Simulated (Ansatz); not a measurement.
## Competing steps

Reactants: Si₂H₃ClF₂ ([F][Si]([F])([SiH3])[Cl]) + H₂O + HF (brackets give SMILES or just the links). Saddle points were found for several chosen steps; others may exist. Gas-phase electronic energies, without zero-point energy, by CCSD(T) at an estimated basis limit (MP2 extrapolated from triple and quadruple zeta, plus CCSD(T) − MP2 in triple zeta); Ansatz 0.2.0, def2-TZVPP and QZVPP, frozen cores, on PBE0-D4/def2-TZVP structures. Extrapolation: Hartree–Fock as exp(−7.88 √X), correlation as X^−2.97. No counterpoise correction.

**Question.** Rank the steps by the energy of their saddle points, lowest first, and give each saddle's height above the lowest. (To be estimated.)
A. ligand exchange through a proton shuttle, to SiClF₃ ([F][Si]([F])([F])[Cl]) + SiH₄ + H₂O (breaks or loosens F–H, H–O, Si–Si; forms F–Si, H–O, H–Si)
B. ligand exchange through a proton shuttle, to SiHClOF₂ ([OH][Si]([F])([F])[Cl]) + SiH₄ + HF (breaks or loosens F–H, H–O, Si–Si; forms F–H, H–Si, O–Si)

**Answer.** Computed: A (0.00 kcal/mol), B (10.48 kcal/mol). Heights count from the lowest.

The lowest of these saddles lies at 25.31 kcal/mol relative to the separated reactants.

**Question.** Does the lowest of these saddles lead to the lowest end structure (the products still in contact)? (Judge from chemistry; the calculation decides.)

**Answer.** Computed: Yes. Relative to the separated reactants, the ends lie at -40.77 (SiClF₃ ([F][Si]([F])([F])[Cl]) + SiH₄ + H₂O); -35.24 (SiHClOF₂ ([OH][Si]([F])([F])[Cl]) + SiH₄ + HF) kcal/mol.

T1 diagnostic: at most 0.013.

For scale, one of the runs: CCSD(T)/def2-TZVPP, 334 basis functions, launched by `ansatz run in.yaml --threads 4 --pin off --events-out ev --progress --plain --max-ram 66560MiB --backend cuda --devices 0, --max-vram 37GiB`. Time: 16 s of wall clock on 4 CPU threads of an AMD EPYC 7R13 and a share of one NVIDIA H100; the host was shared. Peak host memory: 0.84 GiB.
